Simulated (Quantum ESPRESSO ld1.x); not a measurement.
Species: Te II. Configuration: [Kr] 4d10 5s2 5p3 (the NIST ground configuration).

All-electron calculation, Dirac Kohn-Sham, PBEsol, spin-unpolarised, spherical densities, point nucleus; open shells fill j = l - 1/2 first. Program: ld1.x of Quantum ESPRESSO 7.5.

Energy parts (hartree):
part                     energy
total                  -6793.58
kinetic                 7184.46
electron-nucleus      -16490.67
Hartree                 2685.50
exchange-correlation    -172.87

Orbitals (lengths in bohr, moments of r in powers of bohr; <r^-3> diverges for s and p1/2):
| orbital | occ. | eigenvalue (hartree) | <r^-3> | <r> | <r^2> | <r^4> |
|---|---|---|---|---|---|---|
| 1s1/2 | 2 | -1161.27 | - | 0.02782 | 0.001049 | 2.875e-06 |
| 2s1/2 | 2 | -178.306 | - | 0.1195 | 0.01689 | 0.0004922 |
| 2p1/2 | 2 | -167.100 | - | 0.1008 | 0.01251 | 0.0003151 |
| 2p3/2 | 4 | -157.020 | 4903 | 0.1064 | 0.01380 | 0.0003755 |
| 3s1/2 | 2 | -35.7349 | - | 0.3220 | 0.1187 | 0.02147 |
| 3p1/2 | 2 | -31.1271 | - | 0.3124 | 0.1134 | 0.02058 |
| 3p3/2 | 4 | -29.2487 | 932.9 | 0.3238 | 0.1217 | 0.02358 |
| 3d3/2 | 4 | -21.1146 | 148.5 | 0.2948 | 0.1030 | 0.01950 |
| 3d5/2 | 6 | -20.7216 | 137.7 | 0.2984 | 0.1054 | 0.02035 |
| 4s1/2 | 2 | -6.34933 | - | 0.7647 | 0.6613 | 0.6470 |
| 4p1/2 | 2 | -4.76538 | - | 0.8016 | 0.7332 | 0.8242 |
| 4p3/2 | 4 | -4.40734 | 177.9 | 0.8304 | 0.7868 | 0.9505 |
| 4d3/2 | 4 | -1.88091 | 20.91 | 0.9644 | 1.094 | 2.095 |
| 4d5/2 | 6 | -1.82683 | 19.19 | 0.9767 | 1.122 | 2.208 |
| 5s1/2 | 2 | -0.85678 | - | 2.033 | 4.669 | 33.21 |
| 5p1/2 | 2 | -0.52244 | - | 2.415 | 6.650 | 70.52 |
| 5p3/2 | 1 | -0.48814 | 16.92 | 2.513 | 7.200 | 82.62 |

The highest occupied level is 5p3/2 at -13.283 eV. The density falls to 0.001 e/bohr^3 at r = 4.22 bohr. For comparison, the ionisation energy in NIST's Atomic Spectra Database is 18.6 eV (measured). In exact Kohn-Sham theory the highest level is minus the ionisation energy, but local and semilocal functionals leave it too shallow, through self-interaction and a potential that decays too fast; potentials with the right tail come closer. Summed over all electrons, <r^2> = 48.99 bohr^2, which gives a Langevin (diamagnetic) susceptibility term of -38.8 x 10^-6 cm^3/mol.

Beside tabulated values, note that spin-unpolarised runs miss the spin-polarisation part of the exchange energy of open shells.
